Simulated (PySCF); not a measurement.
Computed shifts of a molecule Cl3H4NSi2, PBE/pcSseg-1 (PySCF), GIAO, gas phase, equivalent atoms averaged, in ppm (number of nuclei): ²⁹Si: 2.3 (1), -56.6 (1). ¹⁵N: 58.7 (1). ¹H: 5.06 (3), 1.32 (1). References: ²⁹Si against TMS (σ = 335.4 ppm); ¹⁵N against NH3 (σ = 267.0 ppm); ³⁵Cl against HCl (σ = 936.5 ppm); ¹H against TMS (σ = 31.49 ppm), references at their B3LYP-D3(BJ)/def2-TZVP geometries, non-relativistic (without spin–orbit terms, shifts of atoms bonded to Cl or Br come out too high). Geometry: PBE0-D3(BJ)/def2-SVP. One conformer was computed; it need not be the lowest.

Q: Which molecule gave these data?
(A) [SiH3]N[Si](Cl)(Cl)Cl
(B) N[SiH2][Si](Cl)(Cl)Cl
(C) Cl[SiH2]N[SiH](Cl)Cl

A: A, [SiH3]N[Si](Cl)(Cl)Cl
